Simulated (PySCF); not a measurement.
Computed IR spectrum (relative IR intensity) of a molecule C₄H₁₀O. Coordinates come from a PBE-D3(BJ)/def2-SVP optimisation. Other conformers were not sampled. Level of theory: PBE-D3(BJ)/def2-SVP run with PySCF. Frequencies are harmonic and unscaled.

Lines under 2 % of the strongest are left out, and lines within 2 cm⁻¹ are merged.

| ν (cm⁻¹) | relative intensity |
|---|---|
| 113 | 2.6 |
| 116 | 2.5 |
| 277 | 100 |
| 434 | 10 |
| 733 | 3.0 |
| 888 | 11 |
| 1048 | 42 |
| 1070 | 26 |
| 1098 | 22 |
| 1203 | 30 |
| 1258 | 26 |
| 1336 | 3.9 |
| 1353 | 2.3 |
| 1411 | 6.0 |
| 1420 | 6.4 |
| 1434 | 4.1 |
| 1460 | 4.6 |
| 2868 | 64 |
| 2898 | 61 |
| 2951 | 18 |
| 2964 | 14 |
| 2967 | 48 |
| 2988 | 4.4 |
| 3019 | 34 |
| 3050 | 34 |
| 3058 | 23 |
| 3723 | 18 |

Which structure fits?
A) CCOCC
B) CC(C)(C)O
C) CC[C@H](C)O
D) CCCCO

D, CCCCO
